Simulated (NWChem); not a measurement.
# SbH$_{2}$ cation

```xyz
3

Sb     0.0000     0.0000    -0.0466
H      0.0000     1.2213     1.1874
H      0.0000    -1.2213     1.1874
```
Atoms are numbered in this order, from 1.

Results from NWChem. The geometry was optimised at PBE-D3(BJ)/def2-SVP. def2 effective core potentials on Sb; no spin-orbit coupling.

Question: What does the run give for MPW1K/def2-TZVP? Quantities: highest occupied level (eV); orbital gap (eV).

Answer: 
```yaml
highest occupied level (eV): -15.86
orbital gap (eV): 5.43
```
